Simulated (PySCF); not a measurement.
1-chlorobutane (C4H9Cl), SMILES CCCCCl. Atoms are numbered in the order given.

```xyz
14

C     -2.7789    -0.0771    -0.0134
C     -1.3170    -0.4275    -0.2888
C     -0.4165     0.8040    -0.4156
C      1.0509     0.4944    -0.6717
Cl     1.8156    -0.4038     0.7050
H     -3.2089     0.5473    -0.8247
H     -2.8841     0.4943     0.9325
H     -3.4063    -0.9864     0.0756
H     -0.9185    -1.0719     0.5233
H     -1.2404    -1.0307    -1.2211
H     -0.4990     1.4299     0.4999
H     -0.7675     1.4423    -1.2589
H      1.6454     1.4183    -0.8057
H      1.1832    -0.1421    -1.5694
```
Charge 0, spin multiplicity 1.

The structure is a stationary point at PBE-D3(BJ)/def2-SVP. Other conformers were not sampled.

Two levels are set side by side: PBE/pcSseg-1 (PySCF) and HF/pcSseg-1 (PySCF). GIAO shifts against HCl (³⁵Cl), TMS (¹H), TMS (¹³C) at the same level; non-relativistic, no solvent, atoms listed together averaged. Without spin–orbit terms, shifts of atoms bonded to Cl or Br come out too high at both levels. Differences are taken from unrounded values.

```csv
quantity,HF,PBE,PBE minus HF
δ(¹³C) of C1 (ppm),18.9,20.1,1.2
δ(¹³C) of C2 (ppm),23.6,28.9,5.3
δ(¹³C) of C3 (ppm),36.9,43.7,6.9
δ(¹³C) of C4 (ppm),51.9,59.5,7.6
δ(³⁵Cl) of Cl5 (ppm),29.9,114.2,84.3
```

Rough cost on one machine, each run with all the roots and properties that it gave: HF against PBE within a factor of 2.
